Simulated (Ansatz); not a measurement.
Total energies of Ba2O2 (the lowest singlet isomer of a short search) from Ansatz at CCSD(T)/def2-TZVPP, gas phase (1 Eh = 27.2114 eV = 2625.5 kJ/mol). The reference geometry is relaxed at PBE0-D4/def2-TZVP.

Cartesian coordinates in Å:
```
Ba -1.712 -0.180 0.175
Ba 1.712 0.180 -0.175
O -0.152 1.411 -0.035
O 0.152 -1.411 0.036
```

```
                 state                      geometry  energy (Eh)
      charge 0 singlet                     reference   -201.00919
      charge 1 doublet                     reference   -200.77304
      charge 0 triplet  relaxed at PBE0-D4/def2-TZVP   -200.92521
      charge 0 quintet  relaxed at PBE0-D4/def2-TZVP   -200.82180
free Ba atom (singlet)                             –    -25.27344
 free O atom (triplet)                             –    -74.97674
```

In the def2 sets Ba takes a core potential; there is no spin–orbit coupling. Correlated methods freeze 2 core orbitals; core or outer-core shells of Ba are correlated, in sets that lack core-valence functions. In CCSD on the charge 0 triplet the largest single amplitude is 0.38, so its Hartree–Fock determinant may place the open shell otherwise than the density functionals do.

(1) Work out the vertical ionisation energy to the doublet.

(2) Which of the charge 0 states is lowest, and how far above it are the others?

(3) What is the binding energy per atom against free atoms?

(1) E(charge 1 doublet) − E(charge 0 singlet) = -200.77304 − (-201.00919) = 0.23615 Eh = 6.43 eV.

(2) The singlet. triplet: -200.92521 − (-201.00919) = 0.08398 Eh = 220.5 kJ/mol; quintet: -200.82180 − (-201.00919) = 0.18739 Eh = 492.0 kJ/mol.

(3) Atoms: 2 × (-25.27344) + 2 × (-74.97674) = -200.50036 Eh. Binding: -200.50036 − (-201.00919) = 0.50883 Eh = 13.85 eV, or 3.46 eV for each of 4 atoms (no zero-point energy, no counterpoise term).

At CCSD(T)/def2-TZVPP T1 of the charge 0 singlet is large (up to 0.022), so the single-reference result is doubtful. At CCSD(T)/def2-TZVPP T1 of the charge 0 triplet is large (up to 0.072), so the single-reference result is doubtful. 

The structure comes from a short search, and lower isomers may exist.
